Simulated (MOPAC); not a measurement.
Input file for MOPAC: PM7 on HIZn (SMILES [ZnH][I]), a point of a bond scan (R = 1.378 Å).

```
PM7 1SCF PRECISE CHARGE=0 THREADS=1
HIZn

Zn    -0.00000000 1    -0.00000000 1    -1.52518202 1
H     -0.00000000 1    -0.00000000 1    -2.90287262 1
I      0.00000000 1     0.00000000 1     0.92097000 1
```

It printed:

```
*******************************************************************************
 **                                                                           **
 **                              MOPAC v23.2.5                                **
 **                                                                           **
 *******************************************************************************
 ** MOPAC's Digital Object Identifier: https://doi.org/10.5281/zenodo.6511958 **
 **                                                                           **
 ** Please cite the open-source release paper for use of this MOPAC version:  **
 ** J. E. Moussa and J. J. P. Stewart (2026)                                  **
 ** MOPAC: An open-source semiempirical molecular orbital program             **
 ** J. Open Source Softw., 11(119), 8025, https://doi.org/10.21105/joss.08025 **
 *******************************************************************************

                              PM7 CALCULATION RESULTS

 *******************************************************************************
 *  PM7        - The PM7 Hamiltonian to be used
 *
 *
 *
 *                 CHARGE ON SYSTEM = 0
 *
 *
 *
 *  PRECISE    - TIGHTER CRITERIA TO BE USED
 *  1SCF       - DO 1 SCF AND THEN STOP
 *  THREADS=1  - MULTI-THREADING NOT USED
 *  T=         - A TIME OF 172800.0 SECONDS REQUESTED
 *  DUMP=N     - RESTART FILE WRITTEN EVERY 7200.0 SECONDS REQUESTED
 *******************************************************************************
PM7 1SCF PRECISE CHARGE=0 THREADS=1
 HIZn

   ATOM   CHEMICAL          X               Y               Z
  NUMBER   SYMBOL      (ANGSTROMS)     (ANGSTROMS)     (ANGSTROMS)

     1      Zn         -0.00000000  *  -0.00000000  *  -1.52518202  *
     2       H         -0.00000000  *  -0.00000000  *  -2.90287262  *
     3       I          0.00000000  *   0.00000000  *   0.92097000  *



          CARTESIAN COORDINATES

    NO.       ATOM           X           Y           Z

     1        Zn         -0.0000     -0.0000     -1.5252
     2         H         -0.0000     -0.0000     -2.9029
     3         I          0.0000      0.0000      0.9210

 General Reference for PM7:
 "Optimization of Parameters for Semiempirical Methods VI: More Modifications to the
 NDDO Approximations and Re-optimization of Parameters", J. J. P. Stewart, J. Mol. Mod., 1:32, 19 (2013)
 https://link.springer.com/article/10.1007/s00894-012-1667-x

           Empirical Formula: H Zn I  =     3 atoms



      MOLECULAR POINT GROUP   :   C*v


      RHF CALCULATION, NO. OF DOUBLY OCCUPIED LEVELS = 5


 -------------------------------------------------------------------------------
 PM7 1SCF PRECISE CHARGE=0 THREADS=1
 HIZn



     1SCF WAS SPECIFIED, SO BFGS WAS NOT USED
     SCF FIELD WAS ACHIEVED


                              PM7 CALCULATION
                                                       MOPAC v23.2.5 Linux




          FINAL HEAT OF FORMATION =        -21.02559 KCAL/MOL =     -87.97107 KJ/MOL


          COSMO AREA              =         89.15 SQUARE ANGSTROMS
          COSMO VOLUME            =         69.87 CUBIC ANGSTROMS

          IONIZATION POTENTIAL    =          9.073168 EV
          HOMO LUMO ENERGIES (EV) =         -9.073  3.144
          NO. OF FILLED LEVELS    =          5
          MOLECULAR WEIGHT        =        193.2924         POINT GROUP:  C*v

          MOLECULAR DIMENSIONS (Angstroms)

            Atom       Atom       Distance
            I     3    H     2     3.82384
            I     3    H     2     0.00000
           Zn     1    H     2     0.00000


          SCF CALCULATIONS        =          1





   ATOM   CHEMICAL          X               Y               Z
  NUMBER   SYMBOL      (ANGSTROMS)     (ANGSTROMS)     (ANGSTROMS)

     1      Zn         -0.00000000  *  -0.00000000  *  -1.52518202  *
     2       H         -0.00000000  *  -0.00000000  *  -2.90287262  *
     3       I          0.00000000  *   0.00000000  *   0.92097000  *

                             CARTESIAN COORDINATES

   1   Zn       -0.000000000    -0.000000000    -1.525182020
   2    H       -0.000000000    -0.000000000    -2.902872620
   3    I        0.000000000     0.000000000     0.920970000


           Empirical Formula: H Zn I  =     3 atoms



      MOLECULAR POINT GROUP   :   C*v


                  EIGENVALUES
 -24.20960 -15.18012  -9.43256  -9.07317  -9.07317   3.14356   3.14356   3.80235
   5.29856 128.10244 128.10244 128.16480 128.33755 128.33755


              NET ATOMIC CHARGES AND DIPOLE CONTRIBUTIONS

  ATOM NO.   TYPE          CHARGE      No. of ELECS.   s-Pop       p-Pop       d-Pop
    1         Zn           0.579402        1.4206     1.04360     0.37699
    2          H          -0.054546        1.0545     1.05455
    3          I          -0.524856        7.5249     1.85233     5.67051     0.00202
 DIPOLE           X         Y         Z       TOTAL
 POINT-CHG.     0.000     0.000    -5.806     5.806
 HYBRID         0.000    -0.000     0.434     0.434
 SUM            0.000    -0.000    -5.371     5.371


          ATOMIC ORBITAL ELECTRON POPULATIONS

     Atom    s        px        py        pz      x^2-y^2     xz        z^2       yz        xy
    1 Zn   1.04360   0.00757   0.00757   0.36185
    2  H   1.05455
    3  I   1.85233   1.99226   1.99226   1.68599   0.00000   0.00016   0.00169   0.00016   0.00000

 **********************
 *                    *
 * JOB ENDED NORMALLY *
 *                    *
 **********************




 == MOPAC DONE ==
```

The run finished.

Cost: very roughly 0.03 core-seconds.
